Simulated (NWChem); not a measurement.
# Ionisation of Cl2Si

```
Si
Cl 1 2.1112
Cl 1 2.1112 2 101.95
```
Charge 0, spin multiplicity 1.

All runs are NWChem calculations. The geometry was optimised at PBE/def2-SVP, a minimum by its harmonic frequencies.

Basis set: def2-TZVP. The species with one electron less has spin multiplicity 2 and keeps the geometry of the parent. Δ marks differences of total energies (open shells unrestricted). −ε marks an orbital energy of the parent. That orbital need not have the symmetry of the hole or added electron in the Δ rows.

The correlated methods keep 15 core orbitals frozen. The structure started from a generated list of species. No SCF solution was tested for a lower state.

One of these methods gave a first vertical ionisation energy of 10.01 eV. Which?
A) −ε(HOMO) of r2SCAN
B) −ε(HOMO) of HF
C) ΔB2PLYP
D) G0W0@PBE

C, ΔB2PLYP. The others give 6.97 (−ε(HOMO) of r2SCAN), 9.60 (G0W0@PBE), 10.30 (−ε(HOMO) of HF).
